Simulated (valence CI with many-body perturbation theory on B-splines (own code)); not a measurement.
**E1 line list for Ru30+**

Level of theory: configuration interaction combined with many-body perturbation theory (CI+MBPT): four valence electrons over a frozen Dirac-Fock core [Ne], a basis of 11 s, 11 p, 10 d, 8 f, 5 g, 2 h functions for each j, with the one-electron correlation potential Σ1, the two-electron term Σ2, the three-electron term Σ3, Breit, model QED; selected CI, second order for the rest, scaled by the run's own slope (own B-spline code, finite nucleus).

No measured spectrum was set against this ion. As an estimate, large intervals hold to a few tenths of a per cent, small ones and those within an open d or f shell to about a per cent. Among the levels kept, up to 710 cm⁻¹ of a level comes from second order outside the variational space, and about a tenth of that is noise between levels of different J, which matters for small intervals.

Lines 101 to 150 of 547 in falling wavelength, among levels below 408.77 eV, chosen from the strongest by gf and those to the six lowest levels. Wavelengths and rates use the calculated energies. Electric multipoles are in the length gauge with retardation, E1 and E2 with the static RPA response of the core. Weak lines are less certain than strong ones. Lines between different terms over intervals too small for the method are left out, as are lines whose strength nearly cancels. Where a level lies close to another of its J and parity, the split of strength between their lines is uncertain. The highest levels of a list are the least certain.

Names give the largest LS component (configuration and term), which can be under half, so a name can repeat, a term be missing and a line seem to break the LS rules; names also repeat where a configuration has a term twice. Letters in brackets count levels of one name in rising energy.

| λ vac (nm) | Upper | Lower | A (s⁻¹) | S (a.u.) with core polarisation | S without |
| --- | --- | --- | --- | --- | --- |
| 10.67 | 3p³3d ³G°_3 | 3s3p²3d ³F_2 [a] | 1.11e+10 | 4.65e-02 | 4.76e-02 |
| 10.67 | 3s3p3d² ³G°_3 [b] | 3s3p²3d ³F_2 [e] | 2.81e+10 | 1.18e-01 | 1.20e-01 |
| 10.65 | 3s3p3d² ³D°_3 | 3s3p²3d ³F_4 [b] | 1.77e+10 | 7.40e-02 | 7.58e-02 |
| 10.63 | 3s3p3d² ³G°_4 | 3s3p²3d ³D_3 [b] | 1.28e+10 | 6.85e-02 | 7.01e-02 |
| 10.61 | 3s3p3d² ³G°_4 | 3s3p²3d ³G_5 | 1.32e+10 | 7.02e-02 | 7.19e-02 |
| 10.60 | 3s3p²3d ³D_2 [a] | 3s²3p3d ³D°_1 | 1.56e+10 | 4.59e-02 | 4.69e-02 |
| 10.57 | 3s3p²3d ³P_0 [c] | 3s²3p3d ³P°_1 [a] | 6.84e+10 | 3.98e-02 | 4.08e-02 |
| 10.56 | 3s3p3d² ³D°_2 [a] | 3s3p²3d ³P_1 | 1.52e+10 | 4.42e-02 | 4.52e-02 |
| 10.55 | 3s3p3d² ³F°_4 [a] | 3s3p²3d ³F_4 [a] | 9.66e+09 | 5.04e-02 | 5.16e-02 |
| 10.54 | 3s3p3d² ³G°_3 [b] | 3s3p²3d ³F_2 [d] | 1.49e+10 | 6.03e-02 | 6.17e-02 |
| 10.54 | 3p³3d ³F°_4 [a] | 3s3p²3d ⁵D_4 | 5.91e+09 | 3.08e-02 | 3.15e-02 |
| 10.54 | 3s3p3d² ⁵S°_2 | 3s3p²3d ¹P_1 [b] | 1.13e+10 | 3.27e-02 | 3.34e-02 |
| 10.53 | 3s3p3d² ³F°_2 [a] | 3s3p²3d ¹P_1 [a] | 1.13e+10 | 3.27e-02 | 3.34e-02 |
| 10.52 | 3s3p²3d ³F_4 [c] | 3s²3p3d ³D°_3 | 4.23e+10 | 2.19e-01 | 2.24e-01 |
| 10.52 | 3s3p3d² ⁵D°_3 [b] | 3s3p²3d ³D_3 [a] | 7.58e+09 | 3.05e-02 | 3.12e-02 |
| 10.51 | 3s3p²3d ³D_1 [d] | 3s²3p3d ³P°_1 [b] | 2.12e+10 | 3.65e-02 | 3.74e-02 |
| 10.51 | 3s3p3d² ⁵G°_3 [b] | 3s3p²3d ³F_2 [b] | 1.21e+10 | 4.85e-02 | 4.96e-02 |
| 10.51 | 3p³3d ³D°_3 | 3s3p²3d ¹G_4 | 1.51e+10 | 6.06e-02 | 6.20e-02 |
| 10.50 | 3s3p3d² ³D°_1 [a] | 3s3p²3d ³P_0 [a] | 2.04e+10 | 3.50e-02 | 3.58e-02 |
| 10.50 | 3s3p²3d ³F_3 [b] | 3s²3p3d ³D°_2 [a] | 4.38e+10 | 1.75e-01 | 1.79e-01 |
| 10.49 | 3s3p²3d ³D_1 [c] | 3s²3p3d ³D°_2 [a] | 1.99e+10 | 3.40e-02 | 3.48e-02 |
| 10.49 | 3s3p²3d ³D_2 [a] | 3s²3p3d ³D°_2 [a] | 1.73e+10 | 4.91e-02 | 5.03e-02 |
| 10.49 | 3s3p³ ³P°_1 | 3s²3p² ³P_1 | 3.20e+10 | 5.47e-02 | 5.60e-02 |
| 10.48 | 3s²3p3d ³F°_2 [b] | 3s²3p² ¹D_2 | 2.59e+10 | 7.37e-02 | 7.55e-02 |
| 10.47 | 3s3p3d² ³F°_2 [b] | 3s3p²3d ¹P_1 [b] | 2.41e+10 | 6.84e-02 | 7.00e-02 |
| 10.47 | 3s3p3d² ³G°_3 [a] | 3s3p²3d ³G_3 | 8.45e+09 | 3.35e-02 | 3.42e-02 |
| 10.46 | 3s3p3d² ³G°_3 [c] | 3s3p²3d ³F_2 [d] | 4.87e+10 | 1.93e-01 | 1.97e-01 |
| 10.45 | 3s3p²3d ³D_2 [b] | 3s²3p3d ³D°_1 | 1.12e+10 | 3.15e-02 | 3.22e-02 |
| 10.45 | 3p³3d ¹D°_2 [b] | 3s3p²3d ³F_3 [a] | 3.38e+10 | 9.51e-02 | 9.73e-02 |
| 10.44 | 3s3p3d² ³G°_4 | 3s3p²3d ³F_3 [b] | 4.89e+10 | 2.47e-01 | 2.53e-01 |
| 10.42 | 3s3p²3d ³D_2 [d] | 3s²3p3d ³P°_2 [b] | 4.40e+10 | 1.23e-01 | 1.26e-01 |
| 10.42 | 3s3p3d² ³F°_2 [b] | 3s3p²3d ³P_2 [b] | 1.80e+10 | 5.01e-02 | 5.13e-02 |
| 10.41 | 3s3p²3d ³D_3 [d] | 3s²3p3d ³D°_3 | 4.75e+10 | 1.85e-01 | 1.89e-01 |
| 10.39 | 3s3p3d² ⁵G°_2 [b] | 3s3p²3d ⁵F_3 [b] | 1.48e+10 | 4.09e-02 | 4.19e-02 |
| 10.38 | 3s3p3d² ³D°_2 [b] | 3s3p²3d ¹P_1 [b] | 1.85e+10 | 5.10e-02 | 5.21e-02 |
| 10.36 | 3s3p²3d ¹P_1 [c] | 3s²3p3d ³D°_2 [b] | 7.02e+10 | 1.16e-01 | 1.18e-01 |
| 10.35 | 3s3p3d² ⁵D°_4 [b] | 3s3p²3d ³F_3 [b] | 9.85e+09 | 4.85e-02 | 4.96e-02 |
| 10.33 | 3s3p3d² ³D°_2 [b] | 3s3p²3d ³P_2 [b] | 1.43e+10 | 3.88e-02 | 3.97e-02 |
| 10.32 | 3p³3d ³D°_1 [b] | 3s3p²3d ³F_2 [b] | 2.09e+10 | 3.40e-02 | 3.48e-02 |
| 10.32 | 3s3p²3d ³F_3 [a] | 3s²3p3d ³F°_2 [b] | 4.40e+10 | 1.67e-01 | 1.71e-01 |
| 10.31 | 3p⁴ ³P_1 | 3s3p³ ³D°_2 | 2.16e+10 | 3.51e-02 | 3.59e-02 |
| 10.31 | 3s3p²3d ³D_3 [b] | 3s²3p3d ³D°_2 [a] | 1.25e+10 | 4.72e-02 | 4.83e-02 |
| 10.29 | 3s3p3d² ³H°_5 | 3s3p²3d ³G_4 | 5.75e+10 | 3.40e-01 | 3.48e-01 |
| 10.27 | 3s3p²3d ³D_3 [e] | 3s²3p3d ³D°_3 | 1.03e+10 | 3.85e-02 | 3.94e-02 |
| 10.26 | 3s3p²3d ³F_2 [e] | 3s3p³ ³S°_1 | 1.45e+10 | 3.86e-02 | 3.95e-02 |
| 10.25 | 3p⁴ ³P_2 | 3s3p³ ⁵S°_2 | 1.16e+10 | 3.08e-02 | 3.15e-02 |
| 10.25 | 3s²3p3d ³P°_1 [b] | 3s²3p² ¹S_0 | 7.46e+08 | 1.19e-03 | 1.23e-03 |
| 10.24 | 3s²3d² ³F_3 | 3s²3p3d ³P°_2 [b] | 9.94e+09 | 3.69e-02 | 3.77e-02 |
| 10.24 | 3p³3d ³D°_1 [a] | 3s3p²3d ³F_2 [a] | 2.02e+10 | 3.22e-02 | 3.29e-02 |
| 10.23 | 3s3p²3d ³D_2 [d] | 3s²3p3d ³P°_1 [b] | 6.47e+10 | 1.71e-01 | 1.75e-01 |
